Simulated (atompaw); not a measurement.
# Logarithmic derivatives: Ge (Z = 32), PAW (atompaw)

Ge, PAW, made with atompaw 4.2.0.5 (PBE, scalar-relativistic). Core [Ar] 3d10, reference 4s2 4p1 (charge +1). Waves: 4s (bound): rc 1.90 bohr; 4s channel at -0.75 Ry: rc 1.55 bohr; 4p (bound): rc 1.90 bohr; 4p channel at -0.05 Ry: rc 1.90 bohr; 4d channel at 0.15 Ry: rc 1.35 bohr; 4d channel at 2.35 Ry: rc 1.35 bohr. Local part: troulliermartins scheme with l = 3 at 0 Ry, radius 1.80 bohr. Core correction: smooth core density matched at 1.50 bohr. Augmentation charge: sinc compensation charge, radius 1.75 bohr; PAW radius 1.90 bohr; waves and projectors: custom polynom2 7 10 vanderbiltortho.

The phase is arctan(r·u′/u) with u = r·R(r), unwrapped; energies in Ry, scanned from -3 to 5 Ry. A pole is an energy at which the radial function vanishes at the test radius. The pseudo phase is shifted by a multiple of π to meet the all-electron one at the reference energy, and phase errors are pseudo minus all-electron; the curves can meet again beyond the range given. Levels narrower than the energy grid can be missing from the lists of poles.

Problem. For each channel, where are the poles, and over which energies does the pseudopotential scatter like the atom?

Solution.

| channel | radius (bohr) | reference energy (Ry) | poles, all-electron | poles, pseudo | unbroken range about the reference energy with phases within 0.05 rad | phase error 1 Ry above the reference energy (rad) |
| --- | --- | --- | --- | --- | --- | --- |
| s | 1.90 | -1.46 | 2.03 | 1.96 | below 3.7 | -0.000 |
| p | 1.90 | -0.83 | 3.66 | 3.68 | the whole range | +0.000 |
| d | 1.90 | 0.15 | -2.68 | -2.38 | above -2.1 | +0.000 |

Note: ghost states, extra bound levels that the all-electron valence spectrum of the same l lacks: p at -120.0 eV, d at -34.0 eV. A true bound ghost makes a file unfit for plane-wave use.

Phases in the s channel:

```json
{"E (Ry)": "-3.00", "all-electron": "0.955", "pseudo": "0.954"}
{"E (Ry)": "-2.52", "all-electron": "0.755", "pseudo": "0.755"}
{"E (Ry)": "-2.04", "all-electron": "0.377", "pseudo": "0.377"}
{"E (Ry)": "-1.56", "all-electron": "-0.250", "pseudo": "-0.250"}
{"E (Ry)": "-1.08", "all-electron": "-0.814", "pseudo": "-0.814"}
{"E (Ry)": "-0.60", "all-electron": "-1.125", "pseudo": "-1.125"}
{"E (Ry)": "-0.12", "all-electron": "-1.294", "pseudo": "-1.294"}
{"E (Ry)": "0.36", "all-electron": "-1.396", "pseudo": "-1.396"}
{"E (Ry)": "0.84", "all-electron": "-1.464", "pseudo": "-1.465"}
{"E (Ry)": "1.32", "all-electron": "-1.515", "pseudo": "-1.517"}
{"E (Ry)": "1.80", "all-electron": "-1.554", "pseudo": "-1.558"}
{"E (Ry)": "2.28", "all-electron": "-1.587", "pseudo": "-1.594"}
{"E (Ry)": "2.76", "all-electron": "-1.616", "pseudo": "-1.629"}
{"E (Ry)": "3.24", "all-electron": "-1.643", "pseudo": "-1.668"}
{"E (Ry)": "3.72", "all-electron": "-1.668", "pseudo": "-1.717"}
{"E (Ry)": "4.20", "all-electron": "-1.694", "pseudo": "-1.802"}
{"E (Ry)": "4.68", "all-electron": "-1.722", "pseudo": "-2.043"}
```
